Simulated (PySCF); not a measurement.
## From computed data to an observable: entropy of an ideal gas

pentafluorosilicate (F5Si), SMILES F[Si-](F)(F)(F)F, charge -1.

The structure is a stationary point at TPSSh-D3(BJ)/def2-SVPD.

TPSSh-D3(BJ)/def2-SVPD run with PySCF gives the harmonic wavenumbers 131, 131, 384, 384, 418, 418, 446, 528, 667, 828, 863, 863 cm⁻¹ and the rotational temperatures 0.1541, 0.1291, 0.1291 K. The molar mass is 123.08 g/mol, the symmetry number 6, the spin multiplicity 1.

**Question.** Work out the entropy at 298.15 K and 1 atm in the rigid-rotor, harmonic-oscillator model.

**Answer.** 
Translation (Sackur–Tetrode at 1 atm): S = R[1.5 ln M + 2.5 ln T − 1.16487] = 168.8 J/(mol K).
Rotation: q = (√π/σ) T^1.5/√(θA θB θC) = 30000, S = R[ln q + 3/2] = 98.2 J/(mol K).
Vibration: with u = 1.4388 ν/T, each mode gives R[u/(e^u − 1) − ln(1 − e^−u)]:
| ν (cm⁻¹) | modes | u | S (J/(mol K)) |
|---|---|---|---|
| 131 | 2 | 0.63 | 24.53 |
| 384 | 2 | 1.85 | 8.56 |
| 418 | 2 | 2.02 | 7.52 |
| 446 | 1 | 2.15 | 3.38 |
| 528 | 1 | 2.55 | 2.48 |
| 667 | 1 | 3.22 | 1.45 |
| 828 | 1 | 4.00 | 0.78 |
| 863 | 2 | 4.16 | 1.35 |
These are all the modes. Sum 50.1 J/(mol K).
Spin: R ln 1 = 0.0 J/(mol K).
Total 317.0 J/(mol K); the program's own thermochemistry gives 317.1. Translation makes up 53 % and vibration 16 %. Anharmonicity, hindered rotation and orbital degeneracy are left out.
